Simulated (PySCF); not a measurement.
CF3O2S, SMILES O=[S](=O)C(F)(F)F, multiplicity 2.

Geometry optimised at B3LYP-D3(BJ)/def2-SVP. The isomer is the one that the SMILES or the coordinates give; other isomers of the formula were not compared.

Computed with PySCF with PBE0/def2-TZVP.

```yaml
total_energy: -885.82097 hartree
point_group: Cs
"α spin, highest occupied and lowest empty level": -8.50 and -0.62 eV
"β spin, highest occupied and lowest empty level": -9.89 and -5.01 eV
dipole_moment: 1.90 D
quadrupole, principal values (traceless, Buckingham form, about the centre of nuclear charge): -4.31, -1.65, 5.96 D·Å
mean_static_polarisability: 41.6 bohr³ (6.17 Å³)
polarisability_principal_values: 31.3, 46.2, 47.4 bohr³
"⟨S²⟩": 0.759 (pure state 0.75)
```
